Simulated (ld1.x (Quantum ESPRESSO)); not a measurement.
# Reading a pseudo-wave (bismuth (Bi))

Columns: radius, all-electron u(r) and pseudo u(r) of the 6s shell (level -14.48 eV) of bismuth in the configuration [Xe] 4f14 5d10 6s2 6p3; PBE, scalar-relativistic, TM semilocal scheme, ld1.x (Quantum ESPRESSO) 7.5.

```tsv
r (bohr)	all-electron	pseudo
0.130	0.1851	-0.0897
0.260	-0.2319	-0.1634
0.390	-0.1077	-0.2098
0.520	0.2451	-0.2279
0.650	0.3995	-0.2289
0.780	0.3298	-0.2298
0.910	0.1334	-0.2469
1.040	-0.1010	-0.2945
1.170	-0.3194	-0.3830
1.300	-0.4976	-0.5064
1.430	-0.6294	-0.6295
1.560	-0.7173	-0.7173
1.690	-0.7678	-0.7678
1.820	-0.7885	-0.7885
1.950	-0.7864	-0.7864
2.080	-0.7674	-0.7674
2.210	-0.7366	-0.7366
2.340	-0.6978	-0.6978
2.470	-0.6543	-0.6543
2.600	-0.6082	-0.6082
2.730	-0.5615	-0.5615
2.860	-0.5153	-0.5153
2.990	-0.4705	-0.4705
3.120	-0.4279	-0.4279
3.250	-0.3876	-0.3876
3.380	-0.3500	-0.3500
```

How many radial nodes do the two functions have?

The all-electron 6s function has n − l − 1 = 5 (the table is too coarse to show those close to the nucleus); the pseudo-wave has 0, since the states of the same l below it are removed with the core.

At about which radius was the pseudo-wave matched?

1.50 bohr, where the columns begin to agree (steps of 0.13 bohr).

Where does each function peak?

Outermost all-electron maximum near 1.82 bohr, pseudo maximum near 1.82 bohr (to the table’s step).

Is the pseudo-wave norm-conserving?

Yes: the TM semilocal scheme keeps the norm inside the radius equal to the all-electron one, which fixes the energy derivative of the logarithmic derivative at the level.
